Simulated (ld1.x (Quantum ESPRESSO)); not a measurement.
# Co: TM pseudisation with PBE, scalar-relativistic reference atom.

Co (Z = 27), norm-conserving Troullier–Martins (Kleinman–Bylander form), made with ld1.x (Quantum ESPRESSO) 7.5 (PBE, scalar-relativistic). Core [Ne], reference 3s2 3p6 3d7 4s0.5 4p0 (charge +1.5). Waves: 3s (bound): rc 1.00 bohr; 3p (bound): rc 0.85 bohr; 3d (bound): rc 1.75 bohr. Local part: all-electron potential smoothed inside 1.60 bohr (lloc = -1). Core correction: none.

Occupied shells without a wave of their own: 4s. They enter only through the test configuration that unscreens the potential.

Does the generator finish with these settings?

Yes, a potential is produced.

Estimate the cutoffs (Ry, on a coarse ladder) from which the occupation-weighted sum of valence levels, in a spherical-Bessel basis at the reference potential, stays within 10 and 1 mRy of its value at 400 Ry.

160 Ry and 260 Ry.

What does a ghost test show?

No extra level below or beside the all-electron valence levels (s, p, d, f tested).

Tests: 3s2 3p6 3d7 4s2 4p0; 3s2 3p6 3d7 4s1 4p0; 3s2 3p6 3d7 4s0 4p0; 3s2 3p6 3d7 4s0 4p1; 3s2 3p6 3d8 4s0 4p0; 3s2 3p6 3d8 4s1 4p0; 3s2 3p6 3d6 4s0 4p0. Which has the largest error in its energy relative to the reference configuration, and how large is it?

3s2 3p6 3d7 4s0 4p1, with -254 meV (all-electron minus pseudo) on -2.00 eV.
